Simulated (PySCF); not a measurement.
**State search for SnH**

Unrestricted PBE0; basis Sn def2-TZVPPD with ECP28, H def2-TZVPPD; scalar-relativistic core potentials; PySCF 2.14. Outer shells of the fragments: Sn 4d10 5s2 5p2; H 1s1.

Followed along the bond (rough minima from three points):

| 2Ms+1 | unpaired | ⟨S²⟩ at the start | R at minimum (Å) | Te (eV) |
| --- | --- | --- | --- | --- |
| 2 | π ↑ | 0.75 | 1.78 | 0.00 |
| 4 | σ ↑, π ↑↑ | 3.75 | 1.77 | 1.91 |

Solutions found at the starting distance of 1.670 Å, counted from the lowest of them; the search is not exhaustive and high or unbound solutions are not listed, so other states can lie among these:

```
2Ms+1       unpaired   term  E (eV)  ⟨S²⟩  ⟨Lz²⟩  μ (D)
    2            π ↑     ²Π    0.00  0.75   1.01  -0.20
    4      σ ↑, π ↑↑    ⁴Σ⁻    1.87  3.75   0.00   0.00
    2      σ ↑, π ↑↓  mixed    2.49  1.77   2.02   0.10
    2      σ ↓, π ↑↑  mixed    2.49  1.77   0.00   0.18
    2            σ ↑  mixed    3.29  0.76   2.01   0.09
    4      σ ↑↑, π ↑     ⁴Π    5.52  3.75   1.01   2.14
    2            π ↑     ²Π    7.26  0.79   1.01  -0.01
    4      σ ↑, π ↑↑  mixed    7.43  3.76   2.00  -0.15
    4  σ ↑, π ↑, δ ↑  mixed    7.64  3.76   5.00   0.44
    4  σ ↑, π ↑, δ ↑  mixed    7.66  3.76   4.93   0.26
```

A term symbol is given only where ⟨S²⟩ and ⟨Lz²⟩ are close to those of a pure state; real π, δ and φ orbitals otherwise mix terms. A positive dipole means Sn(−)H(+).

Spin–orbit coupling is left out. Counting both spins, an empty level lies below a filled one in some of these solutions, because spin and occupation are held.
